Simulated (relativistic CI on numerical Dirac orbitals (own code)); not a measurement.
# Yb II: what numerical and physical settings do to a radial Dirac CI calculation

Reference input:

```
atom Yb  Z=70  charge=1  electrons=69
nucleus A=174  rms_radius_fm=5.3108
hamiltonian dirac-coulomb  breit=on  qed=on  c_scale=1
orbitals kli  potential=per-configuration
slater_scale 1
correlation none
mixing on
grid step=0.0125 r_max=129.7
scf mixing=0.4 start=green max_iterations=150 tolerance=2e-08 node_fill=0.05
configurations
  [Xe] 4f14 6s
  [Xe] 4f13 6s2
end
```

Computed lowest total energy -14043.71294 Ha, first excitation 5505.0 cm⁻¹, 59 SCF steps. Runs with settings changed; * marks those that are bad on purpose (the QED terms keep the true α when c is scaled):

```
                                                            Changed        Outcome      Lowest level  ΔE (Ha)  First excitation (cm⁻¹)  SCF steps                                                                        Message
         nuclear radius 6.904 fm, QED terms off, iteration limit 20  not converged                                                             20  SCF of 1s2 2s2 2p6 3s2 3p6 3d10 4s2 4p6 4d10 4f14 5s2 5p6 6s did not converge
                                                      QED terms off      converged  4f13 6s2 2F°_7/2    -9.55                   5756.3         59                                                                               
speed of light × 1.25, grid step 0.04, start potential thomas-fermi      converged    4f14 6s 2S_1/2      258                  14518.3         25                                                                               
                                      end of the grid at 389.1 bohr      converged  4f13 6s2 2F°_7/2        0                   5505.0         59                                                                               
                                                         charge 3 *        refused                                                              0                    configuration [Xe] 4f14 6s has 69 electrons, the ion has 67
                               configuration list: extra electron *        refused                                                              0                configuration [Xe] 4f13 6s2 7s has 70 electrons, the ion has 69
```

With so few configurations and no correlation the model can put configurations in the wrong order; the tabulated ground configuration is [Xe] 4f14 6s.
